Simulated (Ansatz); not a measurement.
`[Cl][Ga]([Cl])[SeH]` and `[SiH3][Ga]([Cl])[Cl]` differ in one atom or group.

Ansatz, PBE0-D4/def2-TZVP geometries, multiplicity 1. Each molecule was computed in one conformer, which needn't be the lowest.

Scalar relativity is left out up to krypton.

| property | `[Cl][Ga]([Cl])[SeH]` |
| --- | --- |
| HOMO energy (PBE/def2-TZVPP) / eV | -6.78 |
| size of the dipole moment (PBE/def2-TZVPP) / D | 1.61 |
| size of the dipole moment (B3LYP/def2-TZVPP) / D | 1.62 |
| HOMO energy (ωB97M-V/def2-TZVPP) / eV | -10.07 |
| HOMO–LUMO gap (PBE0/def2-TZVPP) / eV | 6.26 |
| LUMO energy (ωB97M-V/def2-TZVPP) / eV | 0.23 |

Task: Give the same properties after the change, and the shifts. (An estimate is asked.)

Result: Computed: 
```csv
property,`[SiH3][Ga]([Cl])[Cl]`,shift
HOMO energy (PBE/def2-TZVPP) / eV,-7.25,-0.47
size of the dipole moment (PBE/def2-TZVPP) / D,2.57,0.96
size of the dipole moment (B3LYP/def2-TZVPP) / D,2.70,1.08
HOMO energy (ωB97M-V/def2-TZVPP) / eV,-10.44,-0.37
HOMO–LUMO gap (PBE0/def2-TZVPP) / eV,6.38,0.12
LUMO energy (ωB97M-V/def2-TZVPP) / eV,-0.27,-0.50
```

With PBE0 the HOMO falls by 0.48 eV and the LUMO falls by 0.36 eV, so the gap widens by about 0.12 eV. PBE moves the HOMO by -0.47 eV and ωB97M-V by -0.37 eV. Dipoles are sizes alone; their direction can turn.

B3LYP here is the variant with VWN-RPA as its local correlation; programs differ in this.

Spin–orbit coupling is left out; it splits and shifts lone-pair levels of the heavy atoms by tenths of an eV.
